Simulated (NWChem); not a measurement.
System meant: C5H6; SMILES CC#CC=C

Here is an NWChem input.

```
start job
memory heap 200 mb stack 900 mb global 1100 mb
geometry units angstroms noautoz
  C     -2.304710     0.445865     0.753428
  C     -1.464389    -0.448049     0.210765
  C     -0.085991    -0.215748    -0.059136
  C      1.094216    -0.049518    -0.300398
  C      2.503648     0.157796    -0.583067
  H     -1.970119     1.448536     1.031538
  H     -3.351846     0.190787     0.931965
  H     -1.844236    -1.442920    -0.054027
  H      3.129050    -0.152234     0.269597
  H      2.718000     1.219025    -0.785490
  H      2.824197    -0.424972    -1.461000
end
basis spherical
  * library def2-svp
end
dft
  odft
  mult 2
  xc pbe0
  iterations 150
  mulliken
end
task dft energy
```

End of the output:

```
 ==============================================================================
                                 internuclear angles
 ------------------------------------------------------------------------------
        center 1       |       center 2       |       center 3       |  degrees
 ------------------------------------------------------------------------------
    2 C                |   1 C                |   6 H                |   121.50
    2 C                |   1 C                |   7 H                |   120.73
    6 H                |   1 C                |   7 H                |   117.78
    1 C                |   2 C                |   3 C                |   125.06
    1 C                |   2 C                |   8 H                |   119.01
    3 C                |   2 C                |   8 H                |   115.93
    2 C                |   3 C                |   4 C                |   178.40
    3 C                |   4 C                |   5 C                |   179.59
    4 C                |   5 C                |   9 H                |   111.10
    4 C                |   5 C                |  10 H                |   111.23
    4 C                |   5 C                |  11 H                |   111.23
    9 H                |   5 C                |  10 H                |   107.63
    9 H                |   5 C                |  11 H                |   107.62
   10 H                |   5 C                |  11 H                |   107.86
 ------------------------------------------------------------------------------
                            number of included internuclear angles:         14
 ==============================================================================

 Summary of "ao basis" -> "" (spherical)
 ------------------------------------------------------------------------------
       Tag                 Description            Shells   Functions and Types
 ---------------- ------------------------------  ------  ---------------------
 *                          def2-svp                  on all atoms

                                 NWChem DFT Module
                                 -----------------

 Summary of "ao basis" -> "ao basis" (spherical)
 ------------------------------------------------------------------------------
       Tag                 Description            Shells   Functions and Types
 ---------------- ------------------------------  ------  ---------------------
 C                          def2-svp                 6       14   3s2p1d
 H                          def2-svp                 3        5   2s1p

 Summary of "ao basis" -> "ao basis" (spherical)
 ------------------------------------------------------------------------------
       Tag                 Description            Shells   Functions and Types
 ---------------- ------------------------------  ------  ---------------------
 C                          def2-svp                 6       14   3s2p1d
 H                          def2-svp                 3        5   2s1p

  number of electrons :                   36
  multiplicity        :                    2
 ------------------------------------------------------------------------
  no. of electrons and multiplicity not compatible                  36
 ------------------------------------------------------------------------
 ------------------------------------------------------------------------
  current input line :
    26: task dft energy
 ------------------------------------------------------------------------
 ------------------------------------------------------------------------
 There is an error in the input file
 ------------------------------------------------------------------------
 For more information see the NWChem manual at https://nwchemgit.github.io

0: no. of electrons and multiplicity not compatible:Received an Error in Communication
```

Problem. Can this run be used? If not, why, and what is the fix?

Solution. The program refused the input. Cause: the multiplicity doesn't fit the number of electrons (an even count wants an odd multiplicity, and the reverse). This input runs:
```
start job
memory heap 200 mb stack 900 mb global 1100 mb
geometry units angstroms noautoz
  C     -2.304710     0.445865     0.753428
  C     -1.464389    -0.448049     0.210765
  C     -0.085991    -0.215748    -0.059136
  C      1.094216    -0.049518    -0.300398
  C      2.503648     0.157796    -0.583067
  H     -1.970119     1.448536     1.031538
  H     -3.351846     0.190787     0.931965
  H     -1.844236    -1.442920    -0.054027
  H      3.129050    -0.152234     0.269597
  H      2.718000     1.219025    -0.785490
  H      2.824197    -0.424972    -1.461000
end
basis spherical
  C library def2-svp
  H library def2-svp
end
dft
  xc pbe0
  iterations 150
  mulliken
end
task dft energy
```
It converges to -193.67541 Ha (PBE0/def2-SVP).
